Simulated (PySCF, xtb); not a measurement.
BCl2, SMILES Cl[B]Cl, multiplicity 2.

Harmonic wavenumbers (cm⁻¹) from GFN2-xTB (xtb) at its own minimum, in rising order: 271, 712, 785.

**Question.** What does r2SCAN-D4/def2-TZVP (PySCF 2.14.0) give at its own minimum? (An estimate is asked for; the answer gives what the named calculation found.)

**Answer.** 284, 698, 988. Paired by order, the mean absolute difference is 77 cm⁻¹ and the zero-point energies are 2.5 and 2.8 kcal/mol.
